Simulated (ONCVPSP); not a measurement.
## Scattering properties, ONCV potential for V

* Element: V
* Generator: ONCVPSP 4.0.1
* Type: optimised norm-conserving Vanderbilt (ONCV)
* Functional: PBE
* Relativity: scalar-relativistic
* Frozen core: [Ar]
* Valence charge: 5
* Reference configuration: 3d3 4s2
* Partial waves: 4s: rc 2.60 bohr, ncon 4, nbas 9, qcut 2.8 1/bohr, 2 projectors, debl 1.9 Ha; p scattering state at 0.32 Ha: rc 1.90 bohr, ncon 3, nbas 7, qcut 4.3 1/bohr, local; 3d: rc 1.90 bohr, ncon 4, nbas 8, qcut 7.9 1/bohr, 2 projectors, debl 0.4 Ha
* Local potential: the p channel
* Core correction: none

The phase is arctan(r·R′/R) of the radial function R(r), unwrapped; energies in Ha, scanned from -2 to 5 Ha. A pole is an energy at which the radial function vanishes at the test radius. The pseudo phase is shifted by a multiple of π to meet the all-electron one at the reference energy, and phase errors are pseudo minus all-electron; the curves can meet again beyond the range given. Levels narrower than the energy grid can be missing from the lists of poles.

Question: For each channel, where are the poles, and over which energies does the pseudopotential scatter like the atom?

Answer:

```
channel  radius (bohr)  reference energy (Ha)  poles, all-electron  poles, pseudo  unbroken range about the reference energy with phases within 0.05 rad  phase error 1 Ha above the reference energy (rad)
      s           2.64                  -0.17                 0.98     0.97, 1.92                                                              below 1.9                                             -0.002
      p           1.93                   0.32          -1.44, 4.01           1.94                                                            -0.2 to 0.6                                             -0.299
      d           1.93                  -0.19           0.18, 4.60           0.18                                                              below 1.4                                             +0.003
```

Note: no bound ghost flagged; GHOST(+) flagged for s at 52.0 eV.

Phases in the s channel:

```json
{"E (Ha)": "-1.98", "all-electron": "1.305", "pseudo": "1.298"}
{"E (Ha)": "-1.80", "all-electron": "1.282", "pseudo": "1.276"}
{"E (Ha)": "-1.62", "all-electron": "1.254", "pseudo": "1.249"}
{"E (Ha)": "-1.44", "all-electron": "1.219", "pseudo": "1.214"}
{"E (Ha)": "-1.26", "all-electron": "1.171", "pseudo": "1.166"}
{"E (Ha)": "-1.08", "all-electron": "1.104", "pseudo": "1.099"}
{"E (Ha)": "-0.90", "all-electron": "1.003", "pseudo": "0.998"}
{"E (Ha)": "-0.72", "all-electron": "0.832", "pseudo": "0.828"}
{"E (Ha)": "-0.54", "all-electron": "0.515", "pseudo": "0.511"}
{"E (Ha)": "-0.36", "all-electron": "-0.055", "pseudo": "-0.057"}
{"E (Ha)": "-0.18", "all-electron": "-0.678", "pseudo": "-0.678"}
{"E (Ha)": "0.00", "all-electron": "-1.051", "pseudo": "-1.052"}
{"E (Ha)": "0.18", "all-electron": "-1.250", "pseudo": "-1.252"}
{"E (Ha)": "0.36", "all-electron": "-1.368", "pseudo": "-1.370"}
{"E (Ha)": "0.54", "all-electron": "-1.447", "pseudo": "-1.449"}
{"E (Ha)": "0.72", "all-electron": "-1.505", "pseudo": "-1.507"}
{"E (Ha)": "0.90", "all-electron": "-1.551", "pseudo": "-1.554"}
{"E (Ha)": "1.08", "all-electron": "-1.592", "pseudo": "-1.594"}
{"E (Ha)": "1.26", "all-electron": "-1.630", "pseudo": "-1.632"}
{"E (Ha)": "1.44", "all-electron": "-1.669", "pseudo": "-1.670"}
{"E (Ha)": "1.62", "all-electron": "-1.712", "pseudo": "-1.712"}
{"E (Ha)": "1.80", "all-electron": "-1.764", "pseudo": "-1.766"}
{"E (Ha)": "1.98", "all-electron": "-1.835", "pseudo": "-4.954"}
{"E (Ha)": "2.16", "all-electron": "-1.944", "pseudo": "-5.050"}
{"E (Ha)": "2.34", "all-electron": "-2.140", "pseudo": "-5.197"}
{"E (Ha)": "2.52", "all-electron": "-2.569", "pseudo": "-5.476"}
{"E (Ha)": "2.70", "all-electron": "-3.384", "pseudo": "-6.051"}
{"E (Ha)": "2.88", "all-electron": "-3.995", "pseudo": "-6.793"}
{"E (Ha)": "3.06", "all-electron": "-4.265", "pseudo": "-7.221"}
{"E (Ha)": "3.24", "all-electron": "-4.400", "pseudo": "-7.427"}
{"E (Ha)": "3.42", "all-electron": "-4.479", "pseudo": "-7.541"}
{"E (Ha)": "3.60", "all-electron": "-4.532", "pseudo": "-7.612"}
{"E (Ha)": "3.78", "all-electron": "-4.570", "pseudo": "-7.662"}
{"E (Ha)": "3.96", "all-electron": "-4.599", "pseudo": "-7.698"}
{"E (Ha)": "4.14", "all-electron": "-4.623", "pseudo": "-7.726"}
{"E (Ha)": "4.32", "all-electron": "-4.643", "pseudo": "-7.749"}
{"E (Ha)": "4.50", "all-electron": "-4.660", "pseudo": "-7.768"}
{"E (Ha)": "4.68", "all-electron": "-4.675", "pseudo": "-7.785"}
{"E (Ha)": "4.86", "all-electron": "-4.689", "pseudo": "-7.800"}
```
